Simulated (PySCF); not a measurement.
Removing an electron from (F)2Sn(OSiH2)2O

(F)2Sn(OSiH2)2O.
Geometry (PBE0-D3(BJ)/def2-SVP, Å), atoms numbered from 1 in this order:
```xyz
12
F2H4O3Si2Sn angstrom
Sn    -1.7182   -0.0867   -0.6252
F     -3.0538    1.2770   -0.6222
F     -2.5423   -1.6037   -1.4415
O     -1.1473   -0.5017    1.1880
Si     0.4227   -0.4301    1.7599
O      1.3966    0.0777    0.5172
Si     1.4153    0.5128   -1.0837
O     -0.1601    0.4823   -1.6428
H      0.4892    0.5544    2.8694
H      0.8432   -1.7874    2.1914
H      1.9461    1.8932   -1.2110
H      2.2240   -0.4705   -1.8485
```

Level: CAM-B3LYP/def2-SVPD (PySCF). Frontier orbitals with their largest atomic shares (Löwdin; up to four atoms above 4 %):

```
orbital  ε (eV)                             main atoms
 HOMO−3  -11.81      O4 37 %, O8 36 %, O6 6 %, Si7 5 %
 HOMO−2  -11.64              O6 51 %, O8 19 %, O4 19 %
 HOMO−1  -10.88   O8 21 %, O4 20 %, Si7 12 %, Si5 12 %
   HOMO  -10.37                                      ?
   LUMO   -2.06    Sn1 33 %, O4 16 %, O8 15 %, F2 14 %
 LUMO+1    0.67  Si7 24 %, Si5 24 %, Sn1 12 %, O6 10 %
 LUMO+2    0.98  Sn1 16 %, Si7 14 %, Si5 13 %, O8 11 %
```

What vertical ionisation energy does ΔSCF give, and how far is −ε(HOMO) from it?

ΔSCF: 11.20 eV (1080 kJ/mol; threshold wavelength 111 nm); ⟨S²⟩ of the doublet left behind is 0.760, against 0.75 for a pure doublet. −ε(HOMO) is 10.37 eV, 0.83 eV below it. In exact Kohn–Sham theory the two would be equal; CAM-B3LYP (range-separated hybrid) falls short of its own ΔSCF value by 7 %.

On which atoms does the HOMO lie?

O6 (oxygen bonded to 2 Si) 22 %, Si5 (silicon bonded to 2 O and 2 H) 14 %, Si7 (silicon bonded to 2 O and 2 H) 14 %, H12 (hydrogen on silicon) 10 %, so no atom holds as much as 40 %. The HOMO−1 lies 0.51 eV lower.

And the vertical electron affinity, the fundamental gap, Mulliken's electronegativity and the hardness (with the factor ½)?

EA = 1.32 eV by ΔSCF (−ε(LUMO) = 2.06 eV). IE − EA = 9.88 eV against an orbital gap of 8.31 eV; (IE + EA)/2 = 6.26 eV; (IE − EA)/2 = 4.94 eV. Parr's electrophilicity index (IE + EA)²/[8(IE − EA)] is 1.98 eV.

The lowest singlet excitation (vertical TDDFT, same level) lies at 5.53 eV. How far is it below IE − EA?

IE − EA = 9.88 eV, so by 4.35 eV.

With α = 85.1 au, estimate the like-pair dispersion coefficient by London's formula C6 = (3/4)α²I.

I = 0.4115 Eh, so C6 ≈ 2240 au, a rough estimate.

Isolated species at its PBE0-D3(BJ)/def2-SVP geometry (one conformer only). Atoms past krypton carry effective core potentials; spin–orbit coupling is left out.
